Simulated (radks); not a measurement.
Values are calculated unless marked as measured or tabulated.
Question: Ge0.75+, 31.25 electrons, occupied as [Ar] 3d10 4s2 4p(up 1, down 0.25) (fractional occupations, a model configuration). Code: a radial shooting solver on a logarithmic mesh with Libxc functionals. Model: scalar-relativistic Kohn-Sham, r2SCAN, spin-polarised, spherical densities, finite nucleus; meta-GGA in the generalised Kohn-Sham scheme; Fermi nuclear charge, rms radius 4.0742 fm. Some entries of the table are withheld. Estimate them.

orbital  occ.  eigenvalue (eV)  <1/r> (bohr^-1)  <r^2> (bohr^2)
1s up       1        -10998.81            32.38        0.002975
1s down     1        -10998.77            32.38        0.002975
2s down     1        -1390.577            7.123         0.05191
2s up       1        -1390.575            7.123         0.05191
2p up       3        -1213.997            6.968         0.04135
2p down     3        -1213.973            6.968         0.04135
3s up       1        -180.2032            2.286          0.4479
3s down     1        -180.1763            2.285          0.4479
3p up       3        -125.5474            2.129          0.4918
3p down     3        -125.5148            2.129          0.4916
3d up       5         -36.6647            1.781          0.6930
3d down     5         -36.5943            1.783          0.6871
4s up       1              (1)           0.6290           4.934
4s down     1              (2)           0.6348           4.870
4p up       1              (3)           0.4977           7.747
4p down  0.25              (4)           0.5008           7.782

Answer: 
(1) 4s up eigenvalue (eV): -18.5013
(2) 4s down eigenvalue (eV): -17.6238
(3) 4p up eigenvalue (eV): -9.7135
(4) 4p down eigenvalue (eV): -8.7372
